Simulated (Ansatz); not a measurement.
CH3AlClFO2. Charge 0, multiplicity 1. The bonds changed during the relaxation, so this is another structure than the one it started from. Geometry: relaxed with PBE0-D4/def2-TZVP. It is one conformer, not always the lowest.

```xyz
9

O     1.182    1.665   -1.365
C     0.561    0.619   -0.911
F     0.086   -0.093   -1.876
Cl   -2.576   -0.478    0.312
O     0.437    0.324    0.253
Al   -0.691   -1.099    1.121
H     1.511    2.184   -0.617
H    -0.068   -2.392    0.446
H    -0.442   -0.731    2.638
```

Question: What is the dipole moment at B3LYP/def2-TZVPP? (Estimate.)

Answer: The calculation gave: 6.46 D, with components (4.61, 4.02, -2.07) D in this frame, pointing from negative to positive charge.

Question: And with PBE, r2SCAN, ωB97M-V? (Best estimate.)

Answer: The calculation gave: PBE 6.39 D, r2SCAN 6.52 D, ωB97M-V 6.50 D.

Question: Give the Mulliken charges with B3LYP, PBE, ωB97M-V in def2-TZVPP. (Best estimate.)

Answer: Ansatz gave: 
```json
{"atom": "O1", "B3LYP": "-0.19", "PBE": "-0.16", "ωB97M-V": "-0.18"}
{"atom": "C2", "B3LYP": "0.53", "PBE": "0.43", "ωB97M-V": "0.55"}
{"atom": "F3", "B3LYP": "-0.10", "PBE": "-0.06", "ωB97M-V": "-0.09"}
{"atom": "Cl4", "B3LYP": "-0.35", "PBE": "-0.32", "ωB97M-V": "-0.32"}
{"atom": "O5", "B3LYP": "-0.23", "PBE": "-0.18", "ωB97M-V": "-0.24"}
{"atom": "Al6", "B3LYP": "0.45", "PBE": "0.36", "ωB97M-V": "0.36"}
{"atom": "H7", "B3LYP": "0.25", "PBE": "0.25", "ωB97M-V": "0.24"}
{"atom": "H8", "B3LYP": "-0.19", "PBE": "-0.16", "ωB97M-V": "-0.16"}
{"atom": "H9", "B3LYP": "-0.18", "PBE": "-0.16", "ωB97M-V": "-0.15"}
```

B3LYP here is the variant with VWN-RPA as its local correlation; programs differ in this.
